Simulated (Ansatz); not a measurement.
Computed with Ansatz on PBE0-D4/def2-TZVP structures; ΔE is electronic, products minus reactants. CBS: MP2 limit from def2 TZ/QZ plus the TZ coupled-cluster correction, frozen cores. Functionals use def2-TZVPP. For Ge, Se outer-core shells are correlated without core-valence functions, which leaves a few kJ/mol of doubt a bond. Scalar relativity is left out up to krypton. One conformer a species, not always the lowest.

`[SiH3]/C=C1\C[Se]1` + `[OH][Ge][F]` → `[F][Ge][O][SiH3]` + `C=C1C[Se]1`  (ligand exchange at the Si–C bond)

```json
{"level": "PBE0", "ΔE (kcal/mol)": "-18.5"}
{"level": "SCS-MP2/def2-QZVPP", "ΔE (kcal/mol)": "-21.5"}
```

(1) What does CCSD(T)/CBS give? (Best estimate.)

Largest T1 diagnostic among the species: 0.015.

Results:

(1) Ansatz gave: -20.5 kcal/mol. The listed levels differ from it by 2.0, -1.0 kcal/mol.

From PBE to PBE0 (25 % exact exchange), in def2-TZVPP and without D4, ΔE moves by −1.4 kcal/mol. In def2-TZVPP, CCSD(T) changes the Hartree–Fock value by +5.5 kcal/mol (the triples alone add +0.9 kcal/mol) and MP2 by +6.0 kcal/mol.
